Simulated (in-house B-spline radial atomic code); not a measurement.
# Solving the quasi-particle equation for 5s up of Sb V (Sb4+)

Configuration [Kr] 4d10 5s1, highest spin, start PBE; correlation leaves out the 7 deepest shells. Computed with a B-spline radial code for spherical atoms: all electrons, scalar-relativistic (spin-free one-electron X2C), finite nucleus, each spin shell either full or empty, empty states to l = 9 with an (l + 1/2)⁻⁴ tail; G0W0 by contour deformation at full frequency.

RPA overbinds a lone outer s electron by self-correlation, and G0W0 tends to as well.

At the mean-field level ε = -50.331 eV the matrix elements are Σx = -18.53 eV, v_xc = -15.164 eV and Σc(ε) = -2.347 eV, and the slope of the correlation self-energy is dΣc/dω = -0.0418. The quasi-particle energy solves E = ε + Σx − v_xc + Σc(E).

(1) What does the linearised equation give?

(2) How does that compare with the full solution and with static screening?

## Answers

(1) Z = 1/(1 − dΣc/dω) = 1/1.0418 = 0.9599. The first-order shift is Σx − v_xc + Σc(ε) = -18.53 − (-15.164) + (-2.347) = -5.713 eV, so E ≈ ε + Z × shift = -50.331 + 0.9599 × (-5.713) = -55.815 eV.

(2) Solving the equation at full frequency dependence gives E = -55.832 eV, where Σc = -2.135 eV and the weight is 0.965; the linearised value is off by 17 meV. Leaving Z out would give -56.044 eV. Static COHSEX puts -3.938 eV in place of Σc and gives -57.635 eV, 1.80 eV deeper.
